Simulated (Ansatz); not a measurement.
```yaml
crystal:
  periodic: [false, false, false]
  atoms:
    - {symbol: C, position_ang: [1.526354, 1.157539, 0.542779]}
    - {symbol: C, position_ang: [0.447877, 0.446220, 0.146797]}
    - {symbol: O, position_ang: [0.738315, -1.055874, 0.362067]}
    - {symbol: Al, position_ang: [-0.953920, -0.462367, -0.261873]}
    - {symbol: O, position_ang: [-2.358725, -1.313888, -0.702982]}
    - {symbol: H, position_ang: [2.406288, 0.693492, 0.962426]}
    - {symbol: H, position_ang: [1.362481, 2.353780, 0.090765]}
    - {symbol: H, position_ang: [-3.344473, -0.999734, -1.334666]}
basis:
  gaussian: {orbitals: aug-cc-pVDZ}
total_charge: 1
magnetization: {spin_polarized: true, initial_magnetization: 1}
hamiltonian: {xc: {name: SPW92}}
scf: {max_iter: 3}
output: {forces: true}
```

```sh
$ ansatz run in.yaml --threads 2 --pin off --events-out ev --progress --plain --max-ram 4352MiB
```

Output, abridged:

```
Error: invalid value for `basis.gaussian`: such a run doesn't read scf.max_iter; remove what it names
```

In this input the input holds a key that doesn't belong there. The program refused the input.
